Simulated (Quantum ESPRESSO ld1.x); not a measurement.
Species: Mn. Configuration: [Ar] 3d5 4s2. All-electron calculation, Dirac Kohn-Sham, PBEsol, spin-unpolarised, spherical densities, point nucleus; open shells fill j = l - 1/2 first. Program: ld1.x of Quantum ESPRESSO 7.5.

Normalised radial functions P(r) = r R(r) (large component), r in bohr:

r           3s1/2    3p3/2   3d3/2
0.006827   0.1664   0.0076  0.0000
0.008961   0.2054   0.0127  0.0001
0.01176    0.2488   0.0211  0.0002
0.01544    0.2935   0.0347  0.0004
0.0201     0.3327   0.0554  0.0009
0.02639    0.3593   0.0881  0.0019
0.03464    0.3578   0.1367  0.0041
0.04546    0.3100   0.2057  0.0084
0.05967    0.1981   0.2968  0.0169
0.07833    0.0127   0.4051  0.0332
0.1028    -0.2313   0.5129  0.0630
0.1349    -0.4796   0.5836  0.1141
0.1771    -0.6327   0.5620  0.1960
0.2325    -0.5718   0.3903  0.3157
0.3052    -0.2274   0.0445  0.4712
0.4006     0.3373  -0.4225  0.6439
0.5258     0.9024  -0.8680  0.7970
0.6901     1.1978  -1.1141  0.8824
0.9059     1.1013  -1.0652  0.8672
1.189      0.7413  -0.7873  0.7579
1.548      0.3730  -0.4582  0.5974
2.032      0.1298  -0.1982  0.4203
2.667      0.0297  -0.0615  0.2643
3.501      0.0040  -0.0126  0.1441
4.596      0.0003  -0.0015  0.0646
6.032      0.0000  -0.0001  0.0225
7.918      0.0000  0.0000  0.0057
10.39      0.0000  0.0000  0.0009

3s1/2: eigenvalue -85.581 eV, 2 radial nodes at r = 0.0796, 0.343 bohr, <r> = 0.852 bohr, 90 % of the charge inside 1.28 bohr. 3p3/2: eigenvalue -54.008 eV, 1 radial node at r = 0.314 bohr, <r> = 0.908 bohr, 90 % of the charge inside 1.40 bohr. 3d3/2: eigenvalue -6.832 eV, 0 radial nodes, <r> = 1.22 bohr, 90 % of the charge inside 2.16 bohr.
